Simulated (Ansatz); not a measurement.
Pulling on the Si1–H2 bond in H4Si2 (SMILES [SiH][SiH3]) (multiplicity 1 held, fragments rigid). Energies count from the point at 1.524 Å.
Geometry at that point (charge 0, multiplicity 1):
```json
[
 {"atom": "Si", "x (Å)": "-0.0034", "y (Å)": "1.0372", "z (Å)": "0.8259"},
 {"atom": "H", "x (Å)": "-0.4439", "y (Å)": "1.8615", "z (Å)": "-0.3774"},
 {"atom": "Si", "x (Å)": "0.0292", "y (Å)": "-0.8910", "z (Å)": "-0.5979"},
 {"atom": "H", "x (Å)": "0.9795", "y (Å)": "-0.6606", "z (Å)": "-1.7212"},
 {"atom": "H", "x (Å)": "-1.3262", "y (Å)": "-1.1003", "z (Å)": "-1.1784"},
 {"atom": "H", "x (Å)": "0.4294", "y (Å)": "-2.1475", "z (Å)": "0.0843"}
]
```

Restricted levels (R-, RO-) in cc, def2 and unpolarised 6-31G sets keep to the state of the molecule at rest. Active spaces are followed from a long bond inwards. Levels need not reach the same state.

Cores are frozen in the correlated methods.

The values were computed with Ansatz (Gaussian orbitals). 

Energies in eV.

| R (Å) | R-HF/cc-pV(D+d)Z | R-SCS-MP2/cc-pV(D+d)Z | R-CCSD(T)/cc-pV(D+d)Z | FIC-MRCISD+Q on CASSCF(2,2)/cc-pV(D+d)Z |
|---|---|---|---|---|
| 1.219 | 1.15 | 1.16 | 1.17 | 1.17 |
| 1.371 | 0.22 | 0.23 | 0.23 | 0.24 |
| 1.524 | 0.00 | 0.00 | 0.00 | 0.00 |
| 1.676 | 0.17 | 0.15 | 0.13 | 0.13 |
| 1.828 | 0.53 | 0.49 | 0.45 | 0.44 |
| 2.057 | 1.21 | 1.13 | 1.04 | 1.03 |
| 2.285 | 1.93 | 1.80 | 1.62 | 1.60 |
| 2.666 | 3.05 | 2.78 | 2.37 | 2.35 |
| 3.047 | 3.98 | 3.52 | 2.81 | 2.81 |
| 3.504 | 4.89 | 4.11 | 2.95 | 3.07 |
| 4.114 | 5.79 | 4.40 | 2.82 | 3.17 |
| 4.876 | 6.52 | 4.15 | 2.62 | 3.20 |

Doubts at one or more of the structures used: a restricted determinant that unrestricted orbitals would lower (R-HF/cc-pV(D+d)Z, R-SCS-MP2/cc-pV(D+d)Z, R-CCSD(T)/cc-pV(D+d)Z); other coupled-cluster roots lie near (R-CCSD(T)/cc-pV(D+d)Z); T1 above 0.05 (R-CCSD(T)/cc-pV(D+d)Z).

Ansatz is a quantum-chemistry and plane-wave program.
